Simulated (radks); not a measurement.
Question: Successive ionisation energies (eV) of one element, from differences of total energies of ions in their ground configurations, starting at charge 22: 758.02, 800.19, 842.99, 886.40, 930.42, 985.92, 1031.6, 1077.9, 1124.7, 1302.7, 1349.7, 1396.9, 1444.4, 1551.5, 1601.4, 1730.6, 1780.9, 3018.6, 3130.7, 3244.2, 3359.2, 3475.7. Calculated with a radial shooting solver on a logarithmic mesh with Libxc functionals: Dirac Kohn-Sham, PBE, spin-unpolarised, spherical densities, finite nucleus; open shells fill j = l - 1/2 first; Fermi nuclear charge, rms radius 5.2022 fm. Which element is it?

Answer: Holmium (Z = 67). The first species listed is Ho22+ in [Kr] 4d9, the last Ho43+ in [Ar] 3d6.
